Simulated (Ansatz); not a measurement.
Several settings on one geometry of the cluster ReS2 (the lowest doublet isomer of a short search) (that of the charge 0 doublet, PBE0-D4/def2-TZVP). Ansatz on 2 threads of AMD EPYC 9R14 on a shared host; times are rough.

Cartesian coordinates in Å:
```
Re -0.698 0.181 0.017
S -0.095 -1.771 -0.335
S 0.793 1.589 0.318
```

Totals from different functionals, basis sets or treatments of relativity can't be compared as stabilities.

In the def2 sets Re takes a core potential; there is no spin–orbit coupling. Correlated methods freeze 10 core orbitals; core or outer-core shells of Re are correlated, in sets that lack core-valence functions.

Scalar relativity in a set contracted without it gives distorted totals.

At PBE0-D4/def2-TZVP a quartet lies 0.49 eV below the doublet of charge 0, at its own geometry.

The spins typed aren't always the lowest for that charge.

(1) Give the basis size and estimate the energy, ⟨S²⟩ and time of these runs.

```csv
run,method,charge,state,further keys
1,"RHF, rpa/def2-mTZVPP",1,singlet,scf: {omitted_lower_state_checks: [starts]}
2,RKS r2SCAN50-D4/def2-mTZVP,-1,singlet,forces asked
3,UKS B2GP-PLYP/def2-SVP,0,doublet,pseudopotentials: {relativity: scalar}
4,ROKS ωB97X/def2-SVPD,0,doublet,"final_grid: {core_spheres: 8, valence_spheres: 7, degree: 23}; scf: {omitted_lower_state_checks: [starts]}; forces asked"
5,UKS PBEsol-D3(BJ)-ATM/def2-SVPD,0,doublet,scf: {omitted_lower_state_checks: [starts]}; forces asked
6,UKS revPBE/def2-mTZVP,-1,singlet,scf: {lower_state_search: off}
7,UKS B97M-V/def2-TZVP,0,doublet,fitting: {mean_field: def2-universal-jkfit}; scf: {omitted_lower_state_checks: [starts]}
8,UHF/def2-mTZVP,0,doublet,"point_charges: [{charge: 1.00, position_ang: [4.004, -0.228, 0.722]}]; scf: {omitted_lower_state_checks: [starts]}; forces asked"
9,ROKS PBE/def2-SVP,0,doublet,fitting: {mean_field: def2-universal-jkfit}; scf: {lower_state_search: light}
```

Answers

(1) 
| run | functions | energy (Eh) | ⟨S²⟩ | wall time |
| --- | --- | --- | --- | --- |
| 1 | 90 | -872.8420 | – | 1.4 s |
| 2 | 80 | -874.5691 | – | 5.5 s |
| 3 | 68 | -875.7532 | 1.62 | 13 s |
| 4 | 89 | -874.4011 | – | 12 s |
| 5 | 89 | -872.7753 | 1.15 | 2.2 s |
| 6 | 80 | -874.7021 | 0.99 | 1.4 s |
| 7 | 114 | -874.4978 | 1.29 | 7.5 s |
| 8 | 80 | -872.5796 | 1.94 | 1.9 s |
| 9 | 68 | -874.1379 | – | 10 s |

The highest occupied level of an anion often lies above zero with these methods, and sets without diffuse functions describe the outer electron poorly. At RHF, rpa/def2-mTZVPP the restricted singlet (for correlated methods, its reference) is unstable: a solution with broken spin symmetry lies lower. The restricted singlet is unstable towards broken spin symmetry in Hartree–Fock (as tested in another run); at RKS r2SCAN50-D4/def2-mTZVP this wasn't settled. At UKS B2GP-PLYP/def2-SVP, UKS PBEsol-D3(BJ)-ATM/def2-SVPD, UKS B97M-V/def2-TZVP, UHF/def2-mTZVP the charge 0 doublet is spin-contaminated (final ⟨S²⟩ up to 1.94, 0.75 for a pure state). At UKS revPBE/def2-mTZVP the unrestricted singlet has broken spin symmetry (⟨S²⟩ up to 0.99).
